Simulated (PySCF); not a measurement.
H₂F₃InS, singlet (B3LYP/def2-SVP optimised geometry):

```
7

In    -1.347    -0.793     0.000
F     -1.995    -1.815    -1.533
F     -1.272    -1.618     1.785
F     -1.410     1.169     0.000
S      1.410    -0.793     0.000
H      1.334     0.530     0.292
H      1.264    -1.169     1.297
```

Level of theory: B3LYP/def2-TZVP, def2 effective core potentials past Kr (PySCF 2.14.0).

Q: What are the frontier orbital energies and the dipole moment?

A: HOMO-2 -10.13 eV, HOMO-1 -10.10 eV, HOMO -9.51 eV, LUMO -2.82 eV, LUMO+1 -1.38 eV; dipole moment 4.26 D.

On the same geometry PBE/def2-TZVP, def2 effective core potentials past Kr in PySCF gives HOMO-2 -8.44 eV, HOMO-1 -8.41 eV, HOMO -8.24 eV, LUMO -3.38 eV, LUMO+1 -2.08 eV; dipole moment 4.20 D.
